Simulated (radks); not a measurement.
Results of a calculation; reference values are marked as such.
Dispersion coefficients C6 (hartree bohr^6) between ground-configuration atoms and ions, from the Casimir-Polder integral (3/pi) of alpha_A(iw) alpha_B(iw). Level of theory: scalar-relativistic Kohn-Sham, LDA (Slater exchange, Perdew-Wang correlation), spin-polarised, spherical densities, finite nucleus; open shells are filled with parallel spins first; Fermi nuclear charge, rms radius of each element as measured or else 0.836 A^(1/3) + 0.57 fm (a radial shooting solver on a logarithmic mesh with Libxc functionals). Response by self-consistent Sternheimer equations with the Hartree and adiabatic LDA kernel, the relativistic mass of each level held fixed and spin-orbit coupling left out.

C6,Cl,Cl+,Cl2+,Cl3+,Cl4+,Cl5+,Cl6+
Cl,100.8,,,,,,
Cl+,64.51,41.90,,,,,
Cl2+,44.98,29.42,20.73,,,,
Cl3+,33.52,21.96,15.50,11.59,,,
Cl4+,25.73,16.83,11.87,8.875,6.799,,
Cl5+,20.32,13.22,9.297,6.947,5.326,4.181,
Cl6+,12.23,7.909,5.547,4.143,3.180,2.503,1.504

Static polarisabilities (bohr^3): Cl ([Ne] 3s2 3p5) 15.84, Cl+ ([Ne] 3s2 3p4) 8.840, Cl2+ ([Ne] 3s2 3p3) 5.834, Cl3+ ([Ne] 3s2 3p2) 4.300, Cl4+ ([Ne] 3s2 3p1) 3.349, Cl5+ ([Ne] 3s2) 2.751, Cl6+ ([Ne] 3s1) 1.759. The combination rule 2 Ca Cb / ((alpha_b/alpha_a) Ca + (alpha_a/alpha_b) Cb) gives 44.74 for Cl2+-Cl, against 44.98 from the integral.
